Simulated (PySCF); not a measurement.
**Ionisation energy of Xe³²⁺ by level of theory**

Xe³²⁺ [Ar] 3d4 [3d3/2^4, M_J = 0] → Xe³³⁺ [Ar] 3d3 [3d3/2^3, M_J = 3/2], as a difference of total energies. Calculation: PySCF 2.14, in an even-tempered Gaussian basis (16 s from 5.5 bohr⁻², ratio 2.8; 12 p from 7.2 bohr⁻², ratio 2.8; 8 d from 7.2 bohr⁻², ratio 2.8; 3 f from 24 bohr⁻², ratio 3); the two-component X2C-1e Hamiltonian. Correlated levels: [Ne] frozen; the 74 highest virtual spinors dropped. "Screened" scales the spin-orbit matrix elements by Boettger's factors to mimic the two-electron term; Breit and QED terms are absent.

```
                    method  ionisation energy (eV)
           GHF (spin-free)                  2019.2
          GMP2 (spin-free)                  2019.4
 GHF (screened spin-orbit)                  2021.8
GMP2 (screened spin-orbit)                  2023.1
```

Breit and QED terms and the two-electron picture change are absent.

The spin-free rows relax to the high-spin LS determinant and lack the spin-orbit shift.

The labels give the starting determinants; with spin-orbit coupling the two ends relaxed to ⟨J²⟩ = 0.00, ⟨L²⟩ = 2.42, ⟨S²⟩ = 2.42 and ⟨J²⟩ = 4.14, ⟨L²⟩ = 9.33, ⟨S²⟩ = 2.56.

The determinant of Xe³³⁺ mixes levels of different J (the jj label is only the starting occupation), so the difference between spin-free and spin-orbit rows is not the physical spin-orbit shift.

For comparison: 2023 ± 4 eV (theoretical estimate listed by NIST; NIST Atomic Spectra Database, ionization energies).
